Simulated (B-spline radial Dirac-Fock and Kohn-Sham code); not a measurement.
**K-line shifts caused by a second vacancy in Ba²⁵⁺**

System: barium as Ba²⁵⁺, configuration [Ar] 3d10 4s2 4p1.

The run's input, task.json:

```json
{"items": [{
  "Z": 56,
  "q": 25,
  "cfg": [[1, 0, 2], [2, 0, 2], [2, 1, 6], [3, 0, 2], [3, 1, 6], [3, 2, 10], [4, 0, 2], [4, 1, 1]],
  "A": 138,
  "rrms": 4.8378,
  "do": ["binding", "quiet", "double"]
}]}
```

Launch: `python xray_run.py task.json out`

Level of theory: ΔSCF Dirac-Fock with Breit, self-energy and vacuum polarisation, finite nucleus, configuration average; a radial atomic solver. Each two-hole energy is an average over J within one jj subconfiguration, not an observable level; in light atoms, where LS coupling holds, the j-resolved values are not observed lines, and for a K spectator the Kα1 hypersatellite is nearly forbidden. Correlation and solid-state effects are left out.

Lines without a spectator: Kα2 (K-L2) 31831.5 eV, Kα1 (K-L3) 32209.9 eV, Kβ3 (K-M2) 36368.5 eV, Kβ1 (K-M3) 36445.7 eV. Shifts in eV with one spectator hole (a dash: not computed, or left out as unreliable):

```tsv
spectator hole	Kα2	Kα1	Kβ3	Kβ1
K (1s)	+666.9	+694.3	+857.9	+864.1
L2 (2p1/2)	+77.8	+99.3	–	+207.4
L3 (2p3/2)	+71.9	+73.6	+177.8	–
M2 (3p1/2)	–	+14.28	+33.0	+38.9
M3 (3p3/2)	+10.15	–	+32.6	+32.4
M4 (3d3/2)	+3.51	+0.47	–	–
M5 (3d5/2)	-0.42	+2.23	–	–
```
